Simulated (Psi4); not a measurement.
Method: SAPT0/jun-cc-pVDZ, frozen core run with Psi4 1.11.

Psi4 input:

```
molecule {
0 1
C -0.02646658 0.00090041 0.00000000
N 1.11888562 -0.04246704 -0.00000000
H -1.09241903 0.04156662 0.00000000
--
0 1
Ge -2.72131061 -0.85408199 2.20204195
H -3.48388292 -0.78221463 0.87079861
H -1.56465277 -1.85664573 2.07595916
H -3.67602003 -1.31118343 3.31491455
H -2.16067269 0.53370338 2.54647085
units angstrom
symmetry c1
no_reorient
no_com
}
set basis jun-cc-pvdz
set scf_type df
set freeze_core true
energy('sapt0')
```

Part of the output:

```
    SAPT Results
  --------------------------------------------------------------------------------------------------------
    Electrostatics                  0.85241484 [mEh]       0.53489839 [kcal/mol]       2.23801485 [kJ/mol]
      Elst10,r                      0.85241484 [mEh]       0.53489839 [kcal/mol]       2.23801485 [kJ/mol]

    Exchange                        3.95387409 [mEh]       2.48109345 [kcal/mol]      10.38089498 [kJ/mol]
      Exch10                        3.95387409 [mEh]       2.48109345 [kcal/mol]      10.38089498 [kJ/mol]
      Exch10(S^2)                   3.94059843 [mEh]       2.47276285 [kcal/mol]      10.34603975 [kJ/mol]

    Induction                      -0.99692923 [mEh]      -0.62558254 [kcal/mol]      -2.61743734 [kJ/mol]
      Ind20,r                      -1.77853049 [mEh]      -1.11604473 [kcal/mol]      -4.66953115 [kJ/mol]
      Exch-Ind20,r                  1.11002388 [mEh]       0.69655050 [kcal/mol]       2.91436731 [kJ/mol]
      delta HF,r (2)               -0.32842263 [mEh]      -0.20608831 [kcal/mol]      -0.86227350 [kJ/mol]

    Dispersion                     -2.07887831 [mEh]      -1.30451584 [kcal/mol]      -5.45809426 [kJ/mol]
      Disp20                       -2.28000479 [mEh]      -1.43072461 [kcal/mol]      -5.98615175 [kJ/mol]
      Exch-Disp20                   0.20112648 [mEh]       0.12620877 [kcal/mol]       0.52805749 [kJ/mol]
      Disp20 (SS)                  -1.14000240 [mEh]      -0.71536230 [kcal/mol]      -2.99307588 [kJ/mol]
      Disp20 (OS)                  -1.14000240 [mEh]      -0.71536230 [kcal/mol]      -2.99307588 [kJ/mol]
      Exch-Disp20 (SS)              0.11276332 [mEh]       0.07076005 [kcal/mol]       0.29606005 [kJ/mol]
      Exch-Disp20 (OS)              0.08836316 [mEh]       0.05544872 [kcal/mol]       0.23199744 [kJ/mol]

  Total HF                          3.80935969 [mEh]       2.39040930 [kcal/mol]      10.00147249 [kJ/mol]
  Total SAPT0                       1.73048138 [mEh]       1.08589346 [kcal/mol]       4.54337823 [kJ/mol]
```
